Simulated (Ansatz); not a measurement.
Program: Ansatz. Geometries: PBE0-D4/def2-TZVP. ΔE: electronic, gas phase. CBS: MP2 limit from def2 TZ/QZ plus the TZ coupled-cluster correction, frozen cores. This one scheme is used for every species. DFT in def2-TZVPP. B3LYP here is the variant with VWN-RPA as its local correlation; programs differ in this. One conformer a species, not always the lowest.

Reaction (formal hydrolysis of the Al–C bond): `C[NH][Al]([CH3])[F]` + H₂O → `C[NH][Al]([OH])[F]` + CH₄

`C[NH][Al]([CH3])[F]`:

```xyz
12

C    -1.635   -0.881   -0.337
N    -0.234   -1.241   -0.300
Al    1.160   -0.220    0.048
C     1.064    1.670    0.466
F     2.630   -0.982    0.001
H    -2.084   -1.051   -1.322
H    -2.229   -1.435    0.400
H    -1.756    0.181   -0.110
H    -0.088   -2.218   -0.507
H     1.478    1.870    1.459
H     0.041    2.051    0.447
H     1.653    2.256   -0.245
```

H₂O:

Z-matrix (Å, degrees):
```
O
H 1 0.960
H 1 0.960 2 105.1
```

`C[NH][Al]([OH])[F]`:

Cartesian coordinates in Å:
```
C -0.068 -0.699 -1.374
N 0.660 -0.513 -0.135
Al 0.223 0.511 1.218
O -1.198 1.418 1.145
F 1.206 0.572 2.541
H -0.976 -0.092 -1.367
H 0.518 -0.395 -2.249
H -0.375 -1.741 -1.523
H 1.507 -1.057 -0.098
H -1.498 1.996 1.843
```

CH₄:

```xyz
5

C     0.000    0.000    0.000
H    -0.038   -1.086    0.080
H     0.665    0.281   -0.816
H     0.373    0.420    0.934
H    -1.000    0.384   -0.198
```

```json
{"level": "PBE-D4", "ΔE (kJ/mol)": "-124.7", "difference from CCSD(T)/CBS": "8.3"}
{"level": "r2SCAN-D4", "ΔE (kJ/mol)": "-137.2", "difference from CCSD(T)/CBS": "-4.2"}
{"level": "PBE0-D4", "ΔE (kJ/mol)": "-127.4", "difference from CCSD(T)/CBS": "5.6"}
{"level": "B3LYP-D4", "ΔE (kJ/mol)": "-137.7", "difference from CCSD(T)/CBS": "-4.7"}
{"level": "ωB97X-V", "ΔE (kJ/mol)": "-134.9", "difference from CCSD(T)/CBS": "-1.9"}
{"level": "ωB97M-V", "ΔE (kJ/mol)": "-132.8", "difference from CCSD(T)/CBS": "0.2"}
{"level": "B2PLYP", "ΔE (kJ/mol)": "-141.0", "difference from CCSD(T)/CBS": "-8.0"}
{"level": "PBE", "ΔE (kJ/mol)": "-126.1", "difference from CCSD(T)/CBS": "6.9"}
{"level": "r2SCAN", "ΔE (kJ/mol)": "-137.7", "difference from CCSD(T)/CBS": "-4.7"}
{"level": "PBE0", "ΔE (kJ/mol)": "-128.7", "difference from CCSD(T)/CBS": "4.3"}
{"level": "B3LYP", "ΔE (kJ/mol)": "-139.8", "difference from CCSD(T)/CBS": "-6.8"}
{"level": "HF/def2-TZVPP", "ΔE (kJ/mol)": "-150.7", "difference from CCSD(T)/CBS": "-17.7"}
{"level": "MP2/def2-TZVPP", "ΔE (kJ/mol)": "-139.0", "difference from CCSD(T)/CBS": "-6.0"}
{"level": "SCS-MP2/def2-TZVPP", "ΔE (kJ/mol)": "-142.0", "difference from CCSD(T)/CBS": "-9.0"}
{"level": "CCSD/def2-TZVPP", "ΔE (kJ/mol)": "-137.9", "difference from CCSD(T)/CBS": "-4.9"}
{"level": "CCSD(T)/def2-TZVPP", "ΔE (kJ/mol)": "-135.8", "difference from CCSD(T)/CBS": "-2.8"}
{"level": "HF/def2-QZVPP", "ΔE (kJ/mol)": "-150.9", "difference from CCSD(T)/CBS": "-17.9"}
{"level": "MP2/def2-QZVPP", "ΔE (kJ/mol)": "-137.4", "difference from CCSD(T)/CBS": "-4.4"}
{"level": "SCS-MP2/def2-QZVPP", "ΔE (kJ/mol)": "-140.5", "difference from CCSD(T)/CBS": "-7.5"}
{"level": "HF/CBS(def2)", "ΔE (kJ/mol)": "-150.9", "difference from CCSD(T)/CBS": "-17.9"}
{"level": "MP2/CBS(def2)", "ΔE (kJ/mol)": "-136.1", "difference from CCSD(T)/CBS": "-3.1"}
{"level": "CCSD/CBS(def2)", "ΔE (kJ/mol)": "-135.1", "difference from CCSD(T)/CBS": "-2.1"}
{"level": "CCSD(T)/CBS", "ΔE (kJ/mol)": "-133.0", "difference from CCSD(T)/CBS": "0"}
```

Largest T1 diagnostic among the species: 0.011.

In def2-TZVPP, CCSD(T) changes the Hartree–Fock value by +14.9 kJ/mol (the triples alone add +2.1 kJ/mol) and MP2 by +11.8 kJ/mol.
